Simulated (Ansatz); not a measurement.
The same path of AlBrCl$_{2}$FH (6 atoms, charge 0, multiplicity 1) was run 3 times with different band settings. Lost on the way: Br5–H6. Made: F2–H6.

These are results of RKS BLYP/def2-SVP in Ansatz, not measurements.

Relaxed end points:

```xyz
6
Properties=species:S:1:pos:R:3
Al 0.010 0.000 -0.011
F 0.011 0.378 1.639
Cl 1.835 0.183 -1.051
Cl -1.836 0.096 -1.027
Br 0.079 -2.653 0.977
H 0.065 -1.760 2.121
```

```xyz
6
Properties=species:S:1:pos:R:3
Al 0.021 -0.510 -0.136
F 0.022 -0.004 1.799
Cl 1.832 0.254 -0.911
Cl -1.834 0.166 -0.887
Br 0.079 -2.704 0.720
H 0.045 -0.959 2.065
```

Common settings: spring 5.0 eV/Å²; optimiser quadratic models (default); start path through a guess of the saddle point; end points relaxed.

| run | movable images | climbing image | force threshold | iteration limit |
| --- | --- | --- | --- | --- |
| 1 | 9 | yes | 0.03 eV/Å | 59 |
| 2 | 1 | no | 0.03 eV/Å | 60 |
| 3 | 9 | yes | 0.2 eV/Å | 60 |

**Question.** What does each run give, and how far can it be trusted?

**Answer.** Run 1: converged after 9 iterations, highest image 0.110 eV above the first end. A vibrational analysis at the climbing image gives one clearly imaginary mode, 406i cm⁻¹: a first-order saddle point.
Run 2: converged after 7 iterations, highest image 0.085 eV above the first end. No image climbed, so the highest image needn't sit at the top of the path. So few images can step over the top or miss a turn of the path.
Run 3: converged after 8 iterations, highest image 0.110 eV above the first end. The threshold of 0.2 eV/Å is loose, so the images may lie well off the minimum-energy path. Another band between the same ends (9 images) ends at a top of the same energy, where a vibrational analysis finds 1 clearly imaginary mode.
The orbitals stay closed-shell, which can raise the energy where a bond breaks towards radicals; this wasn't checked here.
